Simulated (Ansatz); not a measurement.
Sr₄S₅⁻. Charge -1, multiplicity 2. Geometry r2SCAN-D4/def2-SVP, basis def2-TZVPD, Ansatz.

| atom | x (Å) | y (Å) | z (Å) |
| --- | --- | --- | --- |
| Sr1 | 2.278 | 0.648 | 1.299 |
| Sr2 | -0.299 | 1.274 | -1.627 |
| Sr3 | 0.006 | -2.025 | -0.521 |
| Sr4 | -1.403 | 0.581 | 2.110 |
| S5 | 0.238 | 2.577 | 1.000 |
| S6 | 0.602 | -1.379 | 2.326 |
| S7 | -1.208 | -1.123 | -3.004 |
| S8 | 2.151 | -0.234 | -1.287 |
| S9 | -2.365 | -0.319 | -0.295 |

| run | HOMO (eV) | LUMO (eV) |
| --- | --- | --- |
| A | -0.70 | 0.21 |
| B | -1.71 | 1.15 |
| C | -1.87 | 1.40 |
| D | -1.29 | 0.90 |
| E | -0.90 | 0.56 |

In the def2 sets Sr takes a core potential; there is no spin–orbit coupling. The structure comes from a short search, and lower isomers may exist.

HOMO and LUMO are taken over both spins.

Task: The runs used PBE, PBE0, r2SCAN, r2SCAN0, r2SCANh. Estimate which is which.

Result: A PBE (0 % exact exchange); B PBE0 (25 % exact exchange); C r2SCAN0 (25 % exact exchange); D r2SCANh (10 % exact exchange); E r2SCAN (0 % exact exchange). Exact exchange lowers occupied and raises empty levels; among semilocal functionals meta-GGAs tend to open the gap a little, and such runs are hard to tell apart. The gap grows from 0.92 eV (PBE) to 3.28 eV (r2SCAN0).
